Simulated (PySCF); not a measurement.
## Where the electron goes

Compound: C₅H₈BNS.
SMILES with atom numbers: `[CH3:1][c:2]1[cH:3][cH:4][c:5]([BH:6][NH2:7])[s:8]1` (hydrogens: H9, H10, H11 on C1; H12 on C3; H13 on C4; H14 on B6; H15, H16 on N7)

Cartesian coordinates in Å at the PBE0-D3(BJ)/def2-SVP level; atoms count from 1:
```xyz
16
C5H8BNS angstrom
C     -2.9614    0.4366    0.1613
C     -1.5472   -0.0340    0.2035
C     -1.0815   -1.3272    0.2708
C      0.3344   -1.4069    0.2777
C      0.9693   -0.1824    0.2152
B      2.4948    0.0832    0.2111
N      3.0466    1.3638    0.1553
S     -0.2265    1.0742    0.1492
H     -3.1630    1.1969    0.9318
H     -3.6438   -0.4079    0.3306
H     -3.2121    0.8833   -0.8146
H     -1.7484   -2.1905    0.3156
H      0.8922   -2.3442    0.3291
H      3.2473   -0.8660    0.2592
H      2.5005    2.2153    0.1132
H      4.0440    1.5241    0.1535
```

The calculation used TDDFT CAM-B3LYP/def2-SVPD, vertical, gas phase, core orbitals frozen in the response (PySCF).

Kohn–Sham orbitals with the atoms that hold most of them (Löwdin shares over 4%, at most four atoms; ? is withheld):

| orbital | ε (eV) | atoms |
| --- | --- | --- |
| HOMO-3 | -10.34 | B6 25%, S8 20%, H14 19%, C5 17% |
| HOMO-2 | -10.10 | N7 58%, B6 16%, H16 6%, H15 5% |
| HOMO-1 | -8.34 | ? |
| HOMO | -7.70 | C5 26%, C2 22%, C4 13%, C3 13% |
| LUMO | ? | ? |
| LUMO+1 | 0.97 | B6 34%, S8 24%, H16 9%, H15 8% |
| LUMO+2 | 1.27 | S8 41%, C1 15%, H9 7%, H11 7% |

Give the leading atoms of the LUMO.

C2 (bonded to 2 C and S) 16%; C5 (bonded to B, C and S) 16%; S8 (bonded to 2 C) 15%; C4 (bonded to 2 C and H) 15%. By element: carbon 47% or more, sulfur 15%.

Which atoms hold the HOMO-1, and with what shares?

S8 (bonded to 2 C) 45%; C3 (bonded to 2 C and H) 18%; C4 (bonded to 2 C and H) 17%; C2 (bonded to 2 C and S) 9%. By element: sulfur 45%, carbon 44% or more.

What is the LUMO energy, and the HOMO–LUMO gap?

ε(LUMO) = 0.04 eV; the gap is 7.73 eV (0.2843 hartree).

The HOMO–LUMO gap is 7.73 eV. Where does the response calculation put the lowest singlet, and from which orbitals?

S1 is at 4.96 eV (f = 0.281), 2.77 eV below the gap, made of HOMO→LUMO (94%). Without the coupling terms of the response equations the lowest excitation would equal the gap.

Give energy, strength and leading configuration of S1, S2 and S4, and follow the Löwdin shares of the leading atoms from the occupied to the empty orbital.

- S1 (4.96 eV, f 0.281), HOMO→LUMO (94%): C5 26% → 16%, C2 22% → 16%
- S2 (5.37 eV, f 0.072), HOMO-1→LUMO (88%): S8 45% → 15%, C3 18% → at most 15%, C2 9% → 16%, C5 at most 9% → 16%
- S4 (6.19 eV, f 0.0004), HOMO→LUMO+1 (85%): C5 26% → at most 9%, C2 22% → at most 9%, B6 at most 13% → 34%, S8 at most 13% → 24%

Löwdin shares depend on the basis, the more so with diffuse functions.

One conformer stands for the species.
